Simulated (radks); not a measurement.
Spherical jellium clusters: N electrons in a uniform positive sphere of charge N and radius rs N^(1/3), rs = 4.03 bohr. Method: non-relativistic Kohn-Sham, PBE, spin-polarised, spherical densities; computed with a radial shooting solver with Libxc functionals. Levels are named by radial order and angular momentum (1s, 1p, 1d, 2s, ...), and open shells are averaged over m. Each electron was tried in the lowest free levels, single moves between levels near the top were tried too, and the lowest total energy was kept; such a search can miss a lower state. The series stops at N = 11: beyond it a trial failed or the search could not be trusted, so later rows were left out. Energies include the self-energy of the background; IP and EA are vertical (highest electron removed, lowest free level filled), at fixed background; spill-out counts the electrons outside the background radius R, and alpha is the static dipole polarisability from linear response (closed shells only). A dash means not computed or, for alpha, an open shell; in EA it means that no bound solution was reached, which is typical of self-interaction and does not show that the anion is unstable. Real open-shell clusters deform, which this model forbids.

N,open shells,2S,E(N+1) + E(N-1) - 2E(N) (eV),IP (eV),-e(HOMO) (eV),spill-out (e)
1,"1s(up 1, down 0)",1,-,-,3.069,0.36
2,none,0,0.973,5.168,3.179,0.53
3,"1p(up 1, down 0)",1,-0.669,3.824,2.177,0.82
4,"1p(up 2, down 0)",2,-0.437,4.385,2.690,0.99
5,"1p(up 3, down 0)",3,0.481,4.673,3.010,1.11
6,"1p(up 3, down 1)",2,-0.453,4.061,2.632,1.25
7,"1p(up 3, down 2)",1,-0.290,4.436,2.970,1.35
8,none,0,1.166,4.648,3.194,1.45
9,"1d(up 1, down 0)",1,-0.286,3.411,2.106,1.62
10,"1d(up 2, down 0)",2,-0.233,3.676,2.375,1.76
11,"1d(up 3, down 0)",3,-,3.875,2.585,1.87

All shells are closed at N = 2, 8 (there: 1s2 1p6); the second difference of the energy has clear peaks (12 % above both neighbours; the first and last values, which can be the largest, are not judged, and half-filled shells can peak too) at N = 5, 8.
